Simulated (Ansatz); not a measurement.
C2H4FNOSi, SMILES `O[SiH]1C=C(F)N1`, relaxed with RKS PBE0-D4/def2-TZVP in Ansatz from a PBE-D4/def2-SVP geometry. The force threshold is 0.005 eV/Å; the program also tests the step.

Total charge 0; spin multiplicity 1.

Start:

```xyz
10

O     0.481   -1.689   -1.524
Si    0.538   -0.757   -0.142
C     0.651    1.083   -0.147
C    -0.531    1.036    0.545
F    -1.201    2.025    1.141
N    -1.067   -0.254    0.589
H     0.037   -1.268   -2.282
H     1.351   -1.570    0.809
H     1.228    1.955   -0.464
H    -1.487   -0.561    1.475
```

```tsv
step	energy (eV)	largest force (eV/Å)	largest move (Å)
1	-16263.1475	0.742	0.000
2	-16263.2108	0.529	0.030
3	-16263.2262	0.137	0.025
4	-16263.2271	0.135	0.015
5	-16263.2273	0.154	0.007
6	-16263.2281	0.032	0.006
7	-16263.2285	0.011	0.014
8	-16263.2285	0.005	0.005
9	-16263.2285	0.004	0.004
```

End:

```xyz
10

O     0.471   -1.647   -1.498
Si    0.525   -0.749   -0.138
C     0.650    1.073   -0.142
C    -0.517    1.024    0.531
F    -1.192    1.997    1.117
N    -1.049   -0.259    0.568
H     0.003   -1.277   -2.250
H     1.346   -1.535    0.802
H     1.225    1.934   -0.431
H    -1.461   -0.561    1.441
```

Hardware: 4 threads of a server CPU on a shared host. Wall time 43 s, peak host memory 0.57 GiB.
